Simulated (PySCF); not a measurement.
**How methods differ on the ionisation energy of P(2+)**

P(2+) [Ne] 3s2 3p1 (2P) → P(3+) [Ne] 3s2 (1S), as a difference of total energies. Calculation: PySCF 2.14, in def2-QZVPPD (10s6p5d2f1g, 76 functions); the non-relativistic Hamiltonian (point nucleus). Correlated levels: valence and next inner shell: 1s2 frozen. The calculations carry no spin-orbit coupling.

| method | ionisation energy (eV) |
| --- | --- |
| UHF | 29.590 |
| MP2 (valence and next inner shell) | 29.935 |
| SCS-MP2 (valence and next inner shell) | 29.924 |
| CCSD (valence and next inner shell) | 30.052 |
| CCSD(T) (valence and next inner shell) | 30.079 |

Problem. How much does correlation contribute at CCSD(T) (valence and next inner shell)?

Solution. 30.079 − (29.590) = 0.489 eV, measured against UHF.

A first-order spin-orbit estimate (lowest level to lowest level, LS coupling) adds 0.041 eV.

Errors of the correlated levels include the incompleteness of this basis and the frozen core.

For comparison: 30.203 eV (measured; NIST Atomic Spectra Database, ionization energies).
